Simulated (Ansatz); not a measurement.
Reading a saddle point

A first-order saddle point of CH$_{8}$GaN, closed shell, PBE0-D4/def2-TZVP, with one imaginary mode of 1258i cm⁻¹:

```
11
angstrom
Ga -1.5540 0.1339 -0.0181
H -1.1462 -1.7051 0.1918
H -1.7257 0.3483 -1.5549
H -2.5624 0.4516 1.1302
H -0.3598 -1.2027 0.4521
N 0.3248 0.0734 0.5662
C 1.4052 0.3277 -0.3651
H 0.5233 0.4216 1.4941
H 1.2108 -0.2047 -1.3007
H 1.5203 1.3898 -0.6170
H 2.3635 -0.0336 0.0214
```

Program: Ansatz 0.2.0. Basis: def2-TZVPP and def2-QZVPP. Cores are frozen in the correlated methods. Filled d shells of the heavier atoms are correlated. The def2 sets are not built for correlating such inner shells, so the correlated values are less sure here. Extrapolation: Hartree–Fock as exp(−7.88 √X), correlation as X^−2.97.

Problem. Which contacts change along the imaginary mode, and what lies on either side? (Judge from chemistry; the calculation decides.)

Solution. Computed: The step is CH₅N ([CH3][NH2]) + GaH₃ → CH₆GaN ([CH3][NH][GaH2]) + H₂, with the molecules in contact on both sides. Shortening one way: Ga1–N6, H2–H5; lengthening the same way: Ga1–H2, H5–N6.
```json
{"pair": "Ga1–N6", "one side (Å)": "2.13", "saddle (Å)": "1.97", "other side (Å)": "1.82"}
{"pair": "H2–H5", "one side (Å)": "3.02", "saddle (Å)": "0.97", "other side (Å)": "0.75"}
{"pair": "Ga1–H2", "one side (Å)": "1.58", "saddle (Å)": "1.90", "other side (Å)": "4.28"}
{"pair": "H5–N6", "one side (Å)": "1.01", "saddle (Å)": "1.45", "other side (Å)": "2.74"}
```

Problem. Which side is lower, and how far does the saddle lie above each? (An estimate is asked for; the value comes from the calculation.)

Solution. By the calculation: The side with Ga1–H2, H5–N6 short is lower by 68.0 kJ/mol; the saddle lies 170.0 kJ/mol above it and 102.0 kJ/mol above the other (CCSD(T) at an estimated basis limit (MP2 extrapolated from triple and quadruple zeta, plus CCSD(T) − MP2 in triple zeta); electronic energies).

No T1 diagnostic of these runs exceeds 0.015.

The step is the kind of exchange with an N–H group that builds nitride films in atomic layer and chemical vapour deposition.

Labels in which every atom is bracketed show which atoms are joined, not bond orders.

For scale, one of the runs: CCSD(T)/def2-TZVPP, 222 basis functions, launched by `ansatz run in.yaml --threads 4 --pin off --events-out ev --progress --plain --max-ram 9574MiB`. Time: 80 s of wall clock on 4 CPU threads of an Arm Neoverse V2; the host was shared. Peak host memory: 3.5 GiB.
